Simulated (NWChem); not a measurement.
BeSiH3I; SMILES [SiH3][Be][I]

Program: NWChem. def2 effective core potentials on I; no spin-orbit coupling. The level has its own optimisation; frequencies are unscaled.

**Question.** What does the run give for PBE0/def2-SVP (core potentials)? Quantities: r Be–I (Å); r Be–Si (Å); r H–Si (Å); highest harmonic frequency (cm⁻¹); lowest (cm⁻¹); zero-point energy (kcal/mol).

**Answer.** The r Be–I (Å) comes out as 2.180 and the r Be–Si (Å) is 2.177. The r H–Si (Å) is 1.499, the highest harmonic frequency (cm⁻¹) is 2211 and the lowest (cm⁻¹) is 147. The zero-point energy (kcal/mol) comes out as 16.7.
